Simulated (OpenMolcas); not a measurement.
**Mn: from CASSCF to CASPT2**

```json
{
  "Program": "OpenMolcas 26.06",
  "Basis": "ANO-R3 [8s5p5d3f2g1h]",
  "Scalar Hamiltonian": "X2C, finite nucleus",
  "Active space": "7 electrons in 6 orbitals (3d 4s)",
  "State averaging": "2S+1 = 6 even, 6 roots; 2S+1 = 4 even, 43 roots kept (CI in the orbitals of an earlier block); 2S+1 = 2 even, 11 roots kept (CI in the orbitals of an earlier block, 0 in the spin-orbit step)",
  "Spin-orbit coupling": "RASSI with atomic mean-field integrals over the reference wave functions, term energies averaged over their components"
}
```

Methods on the same reference wave functions:
A. CASSCF
B. SS-CASPT2, IPEA 0.25 Eh, imaginary shift 0.1 Eh (closed shells correlated: 3s 3p)
C. MS-CASPT2, IPEA 0.25 Eh, imaginary shift 0.1 Eh (closed shells correlated: 3s 3p)

Energies in cm⁻¹ above 3d⁵ 4s² ⁶S_5/2, the measured ground level; measured values from NIST Handbook of Basic Atomic Spectroscopic Data.

| Level | A | B | C | Measured |
| --- | --- | --- | --- | --- |
| 3d⁵ 4s² ⁶S_5/2 | 0.0 | 0.0 | 0.0 | 0.0 |
| 3d⁶ 4s ⁶D_9/2 | 11558 | 24740 | 24740 | 17052 |
| 3d⁶ 4s ⁶D_7/2 | 11818 | 25000 | 25000 | 17282 |
| 3d⁶ 4s ⁶D_5/2 | 12013 | 25190 | 25200 | 17452 |
| 3d⁶ 4s ⁶D_3/2 | 12149 | 25320 | 25330 | 17568 |
| 3d⁶ 4s ⁶D_1/2 | 12229 | 25400 | 25410 | 17637 |
| 3d⁶ 4s ⁴D_7/2 | 20691 | 29370 | 29170 | 23297 |
| 3d⁶ 4s ⁴D_5/2 | 20982 | 29650 | 29460 | 23549 |
| 3d⁵ 4s² ⁴G_11/2 | 27695 | 28530 | 28530 |  |
| 3d⁵ 4s² ⁴G_9/2 | 27697 | 28530 | 28530 |  |
| 3d⁵ 4s² ⁴G_7/2 | 27699 | 28530 | 28530 |  |
| 3d⁵ 4s² ⁴G_5/2 | 27701 | 28530 | 28530 |  |

Deviations, from unrounded energies. A percentage is the sum of absolute deviations over the sum of measured energies, with the sign that they share, or ± where signs differ.

```csv
Against measurement,Levels,A,B,C
mean absolute deviation (cm-1),7,4600,7300,7200
other configurations (%),7,-24.2,+38.0,+37.7
```

A lies closest to measurement on these levels and B furthest from it. The largest miss of A in the table is 3d⁶ 4s ⁶D_9/2, by -5500 cm-1. The ranking rests on the paired levels alone, and a cruder setting can come out closer through cancelling errors.

Between B and C the level of the table that moves most is 3d⁶ 4s ⁴D_7/2, by 200 cm-1 (lowest in C, highest in B). Moves below CASPT2's spread within the term are not significant.

The mean deviations of B to C differ by less than CASPT2's widest spread within a term (1300 cm-1), so their order carries little weight.

The lowest spin-free term lies below A's lowest term by 0.691 hartree in B, 0.691 hartree in C.

Term energies are means over components that CASPT2 splits; among the terms shown or strongly mixed into the levels shown the widest spread is 1300 cm-1 (3d⁵ 4s² ⁴G, C). Over all roots computed the reference weight is 0.83 to 0.90 in B, 0.83 to 0.90 in C; the roots of lowest weight are the least certain, and an intruder state may touch them. Some high roots are left out of the spin-orbit mixing, which shifts the levels that they would mix with. Terms from blocks run as CI alone lack orbitals of their own. A single d shell beside an s shell can misplace configurations of different d count against each other. Without dynamic correlation excited terms often stand tens of per cent too high (terms of higher spin than the ground term too low), and those without a measured partner can miss by more than the paired ones (holds for A). The CASPT2 spread within a term exceeds the gap to the next term for 3d⁵ 4s² ⁴G and 3d⁶ 4s ⁴D, so the order of their levels is uncertain, and so are names and mixing where such terms share a J (holds for C). Measured partners are found by configuration, term and J. A level has none where our copy of the source lacks it or the pairing is in doubt (some pairs that miss far off the trend of their configuration count as doubtful), and it then counts in no deviation. Only configurations of the active space appear. The table leaves out levels that lie high or whose names do not pair safely across all columns.
